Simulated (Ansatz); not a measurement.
One change: `BC(F)([SiH3])[SiH3]` becomes `CC(F)([SiH3])[SiH3]`.

Ansatz, PBE0-D4/def2-TZVP geometries, multiplicity 1. 

```csv
property,`BC(F)([SiH3])[SiH3]`
HOMO–LUMO gap (PBE0/def2-TZVPP) / eV,6.94
LUMO energy (B3LYP/def2-TZVPP) / eV,-1.88
HOMO–LUMO gap (B3LYP/def2-TZVPP) / eV,6.53
HOMO energy (ωB97M-V/def2-TZVPP) / eV,-10.88
HOMO–LUMO gap (ωB97M-V/def2-TZVPP) / eV,11.08
size of the dipole moment (ωB97M-V/def2-TZVPP) / D,1.41
```

**Question.** Give the same properties after the change, and the shifts. (Estimate.)

**Answer.** The calculation gave: 
```
                                          property  `CC(F)([SiH3])[SiH3]`  shift
              HOMO–LUMO gap (PBE0/def2-TZVPP) / eV                   8.10   1.16
               LUMO energy (B3LYP/def2-TZVPP) / eV                  -0.03   1.85
             HOMO–LUMO gap (B3LYP/def2-TZVPP) / eV                   7.70   1.17
             HOMO energy (ωB97M-V/def2-TZVPP) / eV                 -10.14   0.74
           HOMO–LUMO gap (ωB97M-V/def2-TZVPP) / eV                  11.95   0.87
size of the dipole moment (ωB97M-V/def2-TZVPP) / D                   1.52   0.11
```

With PBE0 the HOMO rises by 0.69 eV and the LUMO rises by 1.84 eV, so the gap widens by about 1.15 eV. PBE moves the HOMO by 0.61 eV and ωB97M-V by 0.74 eV. Dipoles are sizes alone; their direction can turn.

B3LYP here is the variant with VWN-RPA as its local correlation; programs differ in this.
